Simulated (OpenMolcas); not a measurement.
**In I: effect of the active space**

```json
{
 "Program": "OpenMolcas 26.06",
 "Method": "SS-CASPT2 or its RAS form, IPEA 0.25 Eh, imaginary shift 0.1 Eh",
 "Basis": "ANO-R2",
 "Scalar Hamiltonian": "X2C, finite nucleus",
 "Spin-orbit coupling": "state interaction with AMFI integrals over the reference wave functions, term energies averaged over their components"
}
```

A. 3 electrons in 4 orbitals (5s 5p); 2S+1 = 4 odd, 1 root (0 in the spin-orbit step); 2S+1 = 2 odd, 3 roots; 2S+1 = 4 even, 3 roots; 2S+1 = 2 even, 5 roots; closed shells correlated: 4d; CASPT2 step about 2.2 core-seconds
B. 3 electrons in 8 orbitals (5s 5p 6s 6p); 2S+1 = 4 odd, 3 roots (0 in the spin-orbit step); 2S+1 = 2 odd, 3 roots; 2S+1 = 4 even, 3 roots; 2S+1 = 2 even, 5 roots (0 in the spin-orbit step); closed shells correlated: 4d; CASPT2 step roughly 2.4 core-seconds
C. 3 electrons in 9 orbitals (RAS2 5s 5p; RAS3 5d, at most 2 electrons); 2S+1 = 4 odd, 1 root (0 in the spin-orbit step); 2S+1 = 2 odd, 3 roots; 2S+1 = 4 even, 3 roots; 2S+1 = 2 even, 5 roots; closed shells correlated: 4d; CASPT2 step about 7 core-seconds

Energies in cm⁻¹ above 5s² 5p ²P°_1/2, the measured ground level; measured values from NIST Handbook of Basic Atomic Spectroscopic Data.

```tsv
Level	A	B	C	Measured
5s² 5p ²P°_1/2	0.0	0.0	0.0	0.0
5s² 5p ²P°_3/2	2030	1708	2090	2213
5s 5p² ⁴P_1/2	34560	34310	35030	34978
5s 5p² ⁴P_3/2	35280	35040	35740	36021
5s 5p² ⁴P_5/2	36420	36260	36890	37452
```

Deviations, from unrounded energies. A percentage is the sum of absolute deviations over the sum of measured energies, with the sign that they share, or ± where signs differ.

| Against measurement | Levels | A | B | C |
| --- | --- | --- | --- | --- |
| mean absolute deviation (cm-1) | 4 | 590 | 840 | 250 |
| fine structure of the ground term (%) | 1 | -8.0 | -22.8 | -5.3 |
| other configurations (%) | 3 | -2.0 | -2.6 | ±0.8 |

C lies closest to measurement on these levels and B furthest from it. The largest miss of C in the table is 5s 5p² ⁴P_5/2, by -570 cm-1. The ranking rests on the paired levels alone, and a cruder setting can come out closer through cancelling errors.

Among A to C the level of the table that moves most is 5s 5p² ⁴P_1/2, by 720 cm-1 (lowest in B, highest in C). Moves below CASPT2's spread within the term are not significant.

Some high roots are left out of the spin-orbit mixing, which shifts the levels that they would mix with. Terms of s pⁿ other than that of highest spin mix with s² pⁿ⁻² d, which this space lacks; all of them can be thousands of cm-1 off, and some have no real level of that name (holds for A; B). Active for correlation alone: 6p 6s; no level in the range computed is led by a configuration that fills them, so any true level of that kind is missing (holds for B). Active for correlation alone: 5d; no level in the range computed is led by a configuration that fills it, so any true level of that kind is missing (holds for C). Measured partners are found by configuration, term and J. A level has none where our copy of the source lacks it or the pairing is in doubt (some pairs that miss far off the trend of their configuration count as doubtful), and it then counts in no deviation. Levels of configurations outside the active space are missing. The table leaves out levels that lie high or whose names do not pair safely across all columns.

° marks odd parity.
